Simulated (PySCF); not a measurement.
C4H6N2OS.
InChI=1S/C4H6N2OS/c1-3-4(7-2)8-6-5-3/h1-2H3

Computed, not measured: TDDFT CAM-B3LYP/def2-SVPD, vertical, gas phase, core orbitals frozen in the response (PySCF). The structure is a single PBE0-D3(BJ)/def2-SVP conformer in the gas phase; no vibrational or solvent corrections. Torsions of this conformer, `[CH3:1][O:2][c:3]1[s:4][n:5][n:6][c:7]1[CH3:8]`: C1–O2–C3–S4 0°.

Broadening: Gaussians 0.4 eV wide at half height, area fixed by f = 4.319×10⁻⁹ ∫ε dν̃. The width is an assumption, not a result. The curve ends short of the highest state used, and states not computed would add to its high-energy end.

λ (nm), ε (L mol⁻¹ cm⁻¹) and a bar:
```
    190.9       1453 ######
    197.2        878 ####
    203.5        716 ###
    209.7       3574 ###############
    216.0       7121 ##############################
    222.3       5325 ######################
    228.6       1808 ########
    234.9        739 ###
    241.1       1539 ######
    247.4       2735 ############
    253.7       2803 ############
    260.0       1755 #######
    266.2        741 ###
    272.5        254 #
    278.8        140 #
    285.1        145 #
    291.3        141 #
    297.6        107 
    303.9         63 
    310.2         30 
    316.5         12 
    322.7          4 
    329.0          1 
    335.3          0
```

(1) Locate the maxima and give the states behind the curve.

(2) On this curve, what absorbance would a 10⁻⁴ mol/L sample give at 222 nm over a 1 cm path?

(3) Coming from long wavelengths, where does ε first pass 100 L mol⁻¹ cm⁻¹?

Results:

(1) 288 nm (4.31 eV), ε about 150, made up of S1 (98%); 251 nm (4.94 eV), ε about 3000, made up of S2 (99%); 217 nm (5.71 eV), ε about 7200, made up of S4 (100%); 192 nm (6.47 eV), ε about 1500, made up of S6 (94%) (ε in L mol⁻¹ cm⁻¹; maxima over ε = 5, shares over 10%). The states used: S1 4.30 eV (f 0.0021); S2 4.94 eV (f 0.044); S3 5.17 eV (f 0.0008); S4 5.71 eV (f 0.107); S5 6.11 eV (f 0.0001); S6 6.46 eV (f 0.020); S7 6.48 eV (f 0.0010); S8 6.81 eV (f 0.0029); S9 7.05 eV (f 0.0004); S10 7.09 eV (f 0.0036).

(2) 222 nm is 5.585 eV, where ε is about 5500 L mol⁻¹ cm⁻¹, so A = ε c l ≈ 0.55 (Beer–Lambert, with the gas-phase spectrum and the assumed width).

(3) At about 299 nm (4.15 eV), 0.14 eV below S1.

All these states lie below the vertical ionisation energy of 8.87 eV (ΔSCF).
